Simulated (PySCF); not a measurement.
Geometry:
| atom | x (Å) | y (Å) | z (Å) |
| --- | --- | --- | --- |
| C1 | -1.964 | 1.658 | 0.690 |
| C2 | -1.462 | 0.473 | 0.996 |
| C3 | -0.666 | -0.394 | 0.095 |
| C4 | -0.302 | -1.676 | 0.710 |
| O5 | -0.391 | -1.959 | 1.865 |
| Cl6 | 0.347 | -2.885 | -0.410 |
| C7 | -0.816 | -0.267 | -1.413 |
| C8 | 0.398 | 0.311 | -0.807 |
| O9 | 1.612 | -0.269 | -1.053 |
| C10 | 2.572 | -0.038 | -0.043 |
| H11 | -1.846 | 2.118 | -0.276 |
| H12 | -2.528 | 2.221 | 1.413 |
| H13 | -1.608 | 0.060 | 1.984 |
| H14 | -0.689 | -1.168 | -1.992 |
| H15 | -1.592 | 0.394 | -1.764 |
| H16 | 0.438 | 1.387 | -0.632 |
| H17 | 2.726 | 1.036 | 0.115 |
| H18 | 2.265 | -0.496 | 0.903 |
| H19 | 3.496 | -0.495 | -0.387 |

[PySCF: geometry: GFN2-xTB; shieldings: GIAO PBE0/pcSseg-1; gas phase; non-relativistic Hamiltonian; averaged over atoms made equivalent by symmetry, fast rotation or ring inversion; one computed conformer]

Shifts are taken against calculated references (same method and geometry level): 13C (186.93 ppm) and 1H (31.72 ppm) vs TMS; H2O for 17O (336.08 ppm); HCl for 35Cl (949.78 ppm).

```json
{"atoms": "C1", "nucleus": "13C", "count": "1", "δ (ppm)": "113.5"}
{"atoms": "C8", "nucleus": "13C", "count": "1", "δ (ppm)": "?"}
{"atoms": "C4", "nucleus": "13C", "count": "1", "δ (ppm)": "186.0"}
{"atoms": "H12", "nucleus": "1H", "count": "1", "δ (ppm)": "5.15"}
{"atoms": "H15", "nucleus": "1H", "count": "1", "δ (ppm)": "1.56"}
{"atoms": "C7", "nucleus": "13C", "count": "1", "δ (ppm)": "?"}
{"atoms": "Cl6", "nucleus": "35Cl", "count": "1", "δ (ppm)": "?"}
{"atoms": "H17/H18/H19", "nucleus": "1H", "count": "3", "δ (ppm)": "3.50"}
{"atoms": "H14", "nucleus": "1H", "count": "1", "δ (ppm)": "2.96"}
{"atoms": "C3", "nucleus": "13C", "count": "1", "δ (ppm)": "42.0"}
{"atoms": "C2", "nucleus": "13C", "count": "1", "δ (ppm)": "?"}
{"atoms": "H16", "nucleus": "1H", "count": "1", "δ (ppm)": "3.32"}
{"atoms": "O5", "nucleus": "17O", "count": "1", "δ (ppm)": "578.3"}
{"atoms": "H13", "nucleus": "1H", "count": "1", "δ (ppm)": "?"}
{"atoms": "O9", "nucleus": "17O", "count": "1", "δ (ppm)": "54.1"}
{"atoms": "H11", "nucleus": "1H", "count": "1", "δ (ppm)": "4.56"}
{"atoms": "C10", "nucleus": "13C", "count": "1", "δ (ppm)": "61.1"}
```

Complete the table.

Results:


- C2: 146.5 ppm, alkene CH; as expected for a trigonal carbon in a double bond
- C8: 84.4 ppm, three-membered-ring carbon; pulled downfield by the heteroatom
- C7: 33.7 ppm, three-membered-ring carbon; a saturated carbon with 2 carbon neighbours and no heteroatom attached
- H13: 7.46 ppm, hydrogen on an alkene CH; attached to an sp2 carbon and in the plane of the double bond
- Cl6: 447 ppm, chlorine bonded to C

Carbons that carry Cl, above all several Cl atoms, come out too deshielded, partly because spin–orbit coupling is missing. Shifts are as computed. Against solution values, carbons near 30 ppm lie about +3 ppm off and those near 130 ppm about +5 ppm; carbons on Cl a further +6 ppm. Of 1211 compounds with measured shifts, 218 miss one by over three times the rms of a fit or turn the order of signals round; such compounds aren't used in these exercises. Unscaled 17O shifts of doubly bonded oxygen tend to come out too high, by tens of ppm or more. Experimental scales use liquid or dissolved standards, which lie at an offset from isolated H2O (liquid H2O: subtract about 36 ppm).
